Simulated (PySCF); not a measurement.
## Structure from NMR data

The spectra below were simulated for a compound C₄H₁₂OSi.

1H NMR (300 MHz, computed): δ 4.94 (s, 3H), 1.32 (s, 9H).

13C{1H} NMR (computed): δ 72.2 (C), 32.3 (CH3, 3C).

PySCF 2.14 calculation with structure optimised with GFN2-xTB and GIAO PBE0/pcSseg-1 shieldings; relativity neglected, one averaged value for each set of equivalent atoms, no solvent, a single conformation.

δ = σ(ref) − σ, references computed at the same level: 1H, 13C against TMS.

Propose a structure and justify it.

Results:


- The formula gives 0 degrees of unsaturation.
- 2 carbon signals for 4 carbons: some carbons are equivalent by symmetry or fast rotation.
- Carbon types of the structure: 1 × C, 3 × CH3, leaving 3 H on heteroatoms.
- δC 72.2: fully substituted sp3 carbon bonded to O; pulled downfield by the heteroatom.
- δC 32.3: methyl carbon; saturated and bonded to C and H only.
- δH 4.94: hydrogen on a silicon bonded to O.
- δH 1.32: hydrogen on a methyl carbon.

These data were computed for `InChI=1S/C4H12OSi/c1-4(2,3)5-6/h1-3,6H3`.

The shifts were computed for this structure.

Shifts are as computed. Against solution values, carbons near 30 ppm lie about +3 ppm off and those near 130 ppm about +5 ppm. Of 1211 compounds with measured shifts, 218 miss one by over three times the rms of a fit or turn the order of signals round; such compounds aren't used in these exercises. No couplings were computed; multiplicities are counted from neighbouring protons, with m where these are inequivalent, close in shift, in a saturated or five-membered ring or joined by F or P, and br s for small geminal =CH2 splittings.
